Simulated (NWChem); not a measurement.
System: iodobenzene (C6H5I); SMILES Ic1ccccc1

Output (shortened):

```
             Northwest Computational Chemistry Package (NWChem) 7.3.0
             --------------------------------------------------------

 C2V symmetry detected

                             Geometry "geometry" -> ""
                             -------------------------

 Output coordinates in angstroms (scale by  1.889725989 to convert to a.u.)

  No.       Tag          Charge          X              Y              Z
 ---- ---------------- ---------- -------------- -------------- --------------
    1 I                   53.0000     0.00000000     0.00000000    -1.54923319
    2 C                    6.0000     0.00000000     0.00000000     0.55575181
    3 C                    6.0000     0.00000000    -1.21381700     1.24300881
    4 C                    6.0000     0.00000000    -1.20560900     2.63774881
    5 C                    6.0000     0.00000000     0.00000000     3.33745181
    6 C                    6.0000     0.00000000     1.20560900     2.63774881
    7 C                    6.0000     0.00000000     1.21381700     1.24300881
    8 H                    1.0000     0.00000000    -2.15907900     0.69715181
    9 H                    1.0000     0.00000000    -2.15534700     3.17845281
   10 H                    1.0000     0.00000000     0.00000000     4.42983681
   11 H                    1.0000     0.00000000     2.15534700     3.17845281
   12 H                    1.0000     0.00000000     2.15907900     0.69715181

 Effective nuclear repulsion energy (a.u.)     529.6288273473

      Symmetry information
      --------------------

 Group name             C2v
 Group number             16
 Group order               4
 No. of unique centers     8

 Summary of "ao basis" -> "ao basis" (spherical)
 ------------------------------------------------------------------------------
       Tag                 Description            Shells   Functions and Types
 ---------------- ------------------------------  ------  ---------------------
 I                          def2-svp                10       26   4s4p2d
 C                          def2-svp                 6       14   3s2p1d
 H                          def2-svp                 3        5   2s1p

      Symmetry analysis of basis
      --------------------------

        a1         57
        a2         14
        b1         23
        b2         41

            General Information
            -------------------
          SCF calculation type: DFT
          Wavefunction type:  closed shell.
          No. of atoms     :    12
          No. of electrons :    66
           Alpha electrons :    33
            Beta electrons :    33
          Charge           :     0
          Spin multiplicity:     1
          Use of symmetry is: on ; symmetry adaption is: on
          Maximum number of iterations: 150
          AO basis - number of functions:   135
                     number of shells:    61
          Convergence on energy requested:  1.00D-06
          Convergence on density requested:  1.00D-05
          Convergence on gradient requested:  5.00D-04

              XC Information
              --------------
                    Becke 1988 Exchange Functional  1.000
                Perdew 1981 Correlation Functional  1.000 local
                Perdew 1986 Correlation Functional  1.000 non-local

             Grid Information
             ----------------
          Grid used for XC integration:  medium
          Radial quadrature: Mura-Knowles
          Angular quadrature: Lebedev.
          Tag              B.-S. Rad. Rad. Pts. Rad. Cut. Ang. Pts.
          ---              ---------- --------- --------- ---------
          I                   1.40      123          14.0       590
          C                   0.70       49          12.0       434
          H                   0.35       45          14.0       434
          Grid pruning is: on
          Number of quadrature shells:   454
          Spatial weights used:  Erf1

      Superposition of Atomic Density Guess
      -------------------------------------

 Sum of atomic energies:        -575.37237810

      Non-variational initial energy
      ------------------------------

 Total energy =    -529.344441
 1-e energy   =   -1523.072703
 2-e energy   =     641.424833
 HOMO         =      -0.275028
 LUMO         =      -0.012915

      Symmetry analysis of molecular orbitals - initial
      -------------------------------------------------

  Numbering of irreducible representations:

     1 a1          2 a2          3 b1          4 b2

  Orbital symmetries:

     1 a1          2 b2          3 a1          4 b2          5 a1
     6 a1          7 a1          8 a1          9 b2         10 b1
    11 a1         12 b2         13 b1         14 a1         15 a2
    16 a1         17 b2         18 a1         19 a1         20 b2
    21 a1         22 a1         23 a1         24 b2         25 b2
    26 a1         27 b1         28 b2         29 a1         30 b1
    31 b2         32 a2         33 b1         34 a2         35 b1
    36 a1         37 a1         38 b2         39 a1         40 b1
    41 b2         42 a1         43 a1

     ---------------------------------------------
      Total Density - Mulliken Population Analysis
     ---------------------------------------------

    Atom       Charge   Shell Charges
 -----------   ------   -------------------------------------------------------
    1 I   25    25.06   1.83  0.22  1.23  0.66  2.93  3.13  2.57  2.47  9.82  0.20
    2 C    6     5.96   1.99  0.96  0.15  1.72  1.10  0.04
    3 C    6     6.06   1.99  0.97  0.29  1.98  0.80  0.03
    4 C    6     6.08   1.99  0.97  0.28  1.96  0.85  0.04
    5 C    6     6.09   1.99  0.97  0.27  1.99  0.84  0.04
    6 C    6     6.08   1.99  0.97  0.28  1.96  0.85  0.04
    7 C    6     6.06   1.99  0.97  0.29  1.98  0.80  0.03
    8 H    1     0.92   0.68  0.22  0.02
    9 H    1     0.91   0.68  0.21  0.02
   10 H    1     0.92   0.68  0.22  0.02
   11 H    1     0.91   0.68  0.21  0.02
   12 H    1     0.92   0.68  0.22  0.02

   convergence    iter        energy       DeltaE   RMS-Dens  Diis-err
 ---------------- ----- ----------------- --------- --------- ---------
 d= 0,ls=0.0,diis     1   -529.2372356584 -8.82D+02  1.05D-02  5.79D-01
 d= 0,ls=0.0,diis     2   -529.1890701497  4.82D-02  8.30D-03  8.46D-01
 d= 0,ls=0.0,diis     3   -529.2554980859 -6.64D-02  4.23D-03  3.39D-01
 d= 0,ls=0.0,diis     4   -529.3025026399 -4.70D-02  1.26D-03  2.43D-02
 d= 0,ls=0.0,diis     5   -529.3058733241 -3.37D-03  3.82D-04  3.38D-03
  Resetting Diis
 d= 0,ls=0.0,diis     6   -529.3063341173 -4.61D-04  8.31D-05  5.44D-05
 d= 0,ls=0.0,diis     7   -529.3063407432 -6.63D-06  7.49D-05  1.35D-05
 d= 0,ls=0.0,diis     8   -529.3063364656  4.28D-06  4.66D-05  4.04D-05
 d= 0,ls=0.0,diis     9   -529.3063429004 -6.43D-06  3.14D-06  2.19D-07
 d= 0,ls=0.0,diis    10   -529.3063429271 -2.67D-08  1.35D-06  3.42D-08

         Total DFT energy =     -529.306342927099
      One electron energy =    -1528.499611358123
           Coulomb energy =      703.597028075283
    Exchange-Corr. energy =      -56.707188910998
 Nuclear repulsion energy =      352.303429266739

 Numeric. integr. density =       66.000008575437

                  Occupations of the irreducible representations
                  ----------------------------------------------

                     irrep           alpha         beta
                     --------     --------     --------
                     a1               16.0         16.0
                     a2                2.0          2.0
                     b1                5.0          5.0
                     b2               10.0         10.0

                       DFT Final Molecular Orbital Analysis
                       ------------------------------------

 Vector   31  Occ=2.000000D+00  E=-2.458628D-01  Symmetry=a2
              MO Center= -4.6D-17,  3.8D-15,  1.9D+00, r^2= 3.0D+00
   Bfn.  Coefficient  Atom+Function         Bfn.  Coefficient  Atom+Function
  ----- ------------  ---------------      ----- ------------  ---------------
    44      0.308502   3 C  px              100     -0.308502   7 C  px
    58      0.303049   4 C  px               86     -0.303049   6 C  px
    47      0.206640   3 C  px              103     -0.206640   7 C  px
    61      0.200377   4 C  px               89     -0.200377   6 C  px

 Vector   32  Occ=2.000000D+00  E=-2.343681D-01  Symmetry=b2
              MO Center= -4.8D-16, -9.0D-16, -1.5D+00, r^2= 2.2D+00
   Bfn.  Coefficient  Atom+Function         Bfn.  Coefficient  Atom+Function
  ----- ------------  ---------------      ----- ------------  ---------------
    12      0.611174   1 I  py               15      0.546142   1 I  py
     9     -0.248057   1 I  py                6     -0.200551   1 I  py
    43      0.126349   3 C  s                99     -0.126349   7 C  s
    57     -0.067265   4 C  s                85      0.067265   6 C  s
    46     -0.065882   3 C  pz              102      0.065882   7 C  pz

 Vector   33  Occ=2.000000D+00  E=-2.153962D-01  Symmetry=b1
              MO Center= -7.2D-16,  2.4D-15, -1.9D-01, r^2= 5.4D+00
   Bfn.  Coefficient  Atom+Function         Bfn.  Coefficient  Atom+Function
  ----- ------------  ---------------      ----- ------------  ---------------
    11      0.491202   1 I  px               14      0.456035   1 I  px
    72      0.230133   5 C  px               30     -0.215649   2 C  px
     8     -0.198404   1 I  px               75      0.167839   5 C  px
    44     -0.166064   3 C  px              100     -0.166064   7 C  px
     5     -0.160166   1 I  px               33     -0.135995   2 C  px

 Vector   34  Occ=0.000000D+00  E=-6.136300D-02  Symmetry=a1
              MO Center= -2.2D-15,  2.3D-15, -8.2D-01, r^2= 4.0D+00
   Bfn.  Coefficient  Atom+Function         Bfn.  Coefficient  Atom+Function
  ----- ------------  ---------------      ----- ------------  ---------------
    16      0.861933   1 I  pz               29     -0.746689   2 C  s
    35      0.542201   2 C  pz                4      0.445292   1 I  s
    32      0.414823   2 C  pz               13      0.379236   1 I  pz
    28     -0.255331   2 C  s                 3      0.205684   1 I  s
   112      0.204721   8 H  s               132      0.204721  12 H  s

 Vector   35  Occ=0.000000D+00  E=-5.461757D-02  Symmetry=b1
              MO Center=  2.6D-15, -7.7D-14,  1.8D+00, r^2= 3.9D+00
   Bfn.  Coefficient  Atom+Function         Bfn.  Coefficient  Atom+Function
  ----- ------------  ---------------      ----- ------------  ---------------
    33      0.497280   2 C  px               75      0.465871   5 C  px
    30      0.396045   2 C  px               72      0.374165   5 C  px
    47     -0.256015   3 C  px              103     -0.256015   7 C  px
    61     -0.224376   4 C  px               89     -0.224376   6 C  px
    44     -0.196825   3 C  px              100     -0.196825   7 C  px

 Vector   36  Occ=0.000000D+00  E=-5.403571D-02  Symmetry=a2
              MO Center= -7.1D-17,  7.5D-14,  1.9D+00, r^2= 3.4D+00
   Bfn.  Coefficient  Atom+Function         Bfn.  Coefficient  Atom+Function
  ----- ------------  ---------------      ----- ------------  ---------------
    61     -0.420457   4 C  px               89      0.420457   6 C  px
    47      0.416139   3 C  px              103     -0.416139   7 C  px
    58     -0.335093   4 C  px               86      0.335093   6 C  px
    44      0.329048   3 C  px              100     -0.329048   7 C  px
    36     -0.032343   2 C  d -2             78      0.030787   5 C  d -2

     ---------------------------------------------
      Total Density - Mulliken Population Analysis
     ---------------------------------------------

    Atom       Charge   Shell Charges
 -----------   ------   -------------------------------------------------------
    1 I   25    24.97   1.83  0.22  1.37  0.54  2.94  3.11  2.60  2.30  9.79  0.26
    2 C    6     6.13   1.99  0.96  0.11  2.03  1.01  0.04
    3 C    6     5.98   1.99  0.92  0.30  2.10  0.64  0.03
    4 C    6     6.00   1.99  0.92  0.26  2.10  0.70  0.03
    5 C    6     5.99   1.99  0.92  0.26  2.10  0.69  0.03
    6 C    6     6.00   1.99  0.92  0.26  2.10  0.70  0.03
    7 C    6     5.98   1.99  0.92  0.30  2.10  0.64  0.03
    8 H    1     0.99   0.75  0.22  0.02
    9 H    1     0.99   0.75  0.21  0.02
   10 H    1     0.99   0.76  0.22  0.02
   11 H    1     0.99   0.75  0.21  0.02
   12 H    1     0.99   0.75  0.22  0.02

     -------------------------------------------
      Total Density - Lowdin Population Analysis
     -------------------------------------------

    Atom       Charge   Shell Charges
 -----------   ------   -------------------------------------------------------
    1 I   25    24.86   1.25  0.73  1.07  0.79  2.77  3.18  2.51  2.50  9.47  0.58
    2 C    6     6.16   1.97  0.65  0.32  1.87  1.27  0.09
    3 C    6     6.04   1.97  0.61  0.30  1.91  1.17  0.09
    4 C    6     6.02   1.97  0.61  0.29  1.90  1.16  0.09
    5 C    6     6.03   1.97  0.61  0.29  1.91  1.17  0.09
    6 C    6     6.02   1.97  0.61  0.29  1.90  1.16  0.09
    7 C    6     6.04   1.97  0.61  0.30  1.91  1.17  0.09
    8 H    1     0.96   0.63  0.27  0.07
    9 H    1     0.96   0.63  0.26  0.07
   10 H    1     0.97   0.63  0.27  0.07
   11 H    1     0.96   0.63  0.26  0.07
   12 H    1     0.96   0.63  0.27  0.07

     Multipole analysis of the density
     ---------------------------------

     L   x y z        total         alpha         beta         nuclear
     -   - - -        -----         -----         ----         -------
     0   0 0 0      0.000000    -33.000000    -33.000000     66.000000

     1   1 0 0      0.000000      0.000000      0.000000      0.000000
     1   0 1 0     -0.000000     -0.000000     -0.000000      0.000000
     1   0 0 1      0.582173    -40.695681    -40.695681     81.973534

     2   2 0 0    -48.532548    -24.266274    -24.266274      0.000000
     2   1 1 0     -0.000000     -0.000000     -0.000000      0.000000
     2   1 0 1      0.000000      0.000000      0.000000      0.000000
     2   0 2 0    -42.437952   -117.167087   -117.167087    191.896222
     2   0 1 1     -0.000000     -0.000000     -0.000000      0.000000
     2   0 0 2    -40.619257   -505.120624   -505.120624    969.621992
```

Level: BP86/def2-SVP with def2 effective core potentials on I. All runs use the structure optimised with PBE0/def2-SVP. No frequency run checked for a minimum. def2 effective core potentials on I; no spin-orbit coupling.

### Question
Reconstruct the input file.

### Answer
This is not unique; one that fits is the input that was run:
```
start job
memory heap 200 mb stack 900 mb global 1100 mb
geometry units angstroms noautoz
  I      0.000000     0.000000    -1.550554
  C      0.000000     0.000000     0.554431
  C      0.000000    -1.213817     1.241688
  C      0.000000    -1.205609     2.636428
  C      0.000000     0.000000     3.336131
  C      0.000000     1.205609     2.636428
  C      0.000000     1.213817     1.241688
  H      0.000000    -2.159079     0.695831
  H      0.000000    -2.155347     3.177132
  H      0.000000     0.000000     4.428516
  H      0.000000     2.155347     3.177132
  H      0.000000     2.159079     0.695831
end
basis spherical
  * library def2-svp
end
ecp
  I library def2-ecp
end
dft
  xc becke88 perdew86
  iterations 150
  mulliken
end
task dft energy
```
